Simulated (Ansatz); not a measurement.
Al2Te2, relaxed as a singlet with RKS B3LYP-D4/def2-SVP in Ansatz, starting from the GFN2-xTB geometry. Force threshold 0.02 eV/Å.

In the def2 sets Te takes a core potential; there is no spin–orbit coupling. The restricted singlet is unstable towards broken spin symmetry at other levels; at B3LYP-D4/def2-SVP this wasn't settled. The structure comes from a short search, and lower isomers may exist.

Start:

```xyz
4

Al   -1.154   -0.321    1.659
Al    0.332    0.221   -0.460
Te    1.089    2.340   -1.313
Te   -0.267   -2.239    0.114
```

| step | energy (eV) | largest force component (eV/Å) | SCF passes |
| --- | --- | --- | --- |
| 1 | -27784.0930 | 0.887 | 17 |
| 2 | -27784.2896 | 0.488 | 26 |
| 3 | -27784.5052 | 0.385 | 20 |
| 4 | -27784.5439 | 0.130 | 21 |
| 5 | -27784.5520 | 0.069 | 21 |
| 6 | -27784.5600 | 0.059 | 21 |
| 7 | -27784.5682 | 0.137 | 22 |
| 8 | -27784.5939 | 0.229 | 21 |
| 9 | -27784.6447 | 0.201 | 21 |
| 10 | -27784.7003 | 0.221 | 19 |
| 11 | -27784.7178 | 0.144 | 21 |
| 12 | -27784.7212 | 0.155 | 23 |
| 13 (rejected) | -27784.7205 | 0.207 | 23 |
| 14 | -27784.7237 | 0.056 | 24 |
| 15 | -27784.7250 | 0.062 | 22 |
| 16 | -27784.7352 | 0.416 | 20 |
| 17 (rejected) | -27784.7111 | 1.181 | 25 |
| 18 | -27784.7763 | 0.522 | 25 |
| 19 | -27784.8170 | 0.508 | 24 |
| 20 | -27784.8459 | 0.131 | 22 |
| 21 | -27784.8484 | 0.003 | 22 |

Force components are those of the run's own axes.

End:

Cartesian coordinates in Å:
```
Al -0.8596 0.3207 1.3092
Al 0.8573 -0.3207 -1.3112
Te 0.3453 1.9820 -0.2587
Te -0.3430 -1.9820 0.2607
```

Bonds formed: Al1–Te3 (atoms count from 1). Metal–metal contacts that move far: Al1–Al2 2.64 to 3.20 Å.

No frequencies were taken in this run, so the end may be a saddle point.

Run time 26 s (4 threads of Arm Neoverse V1 on a shared host).
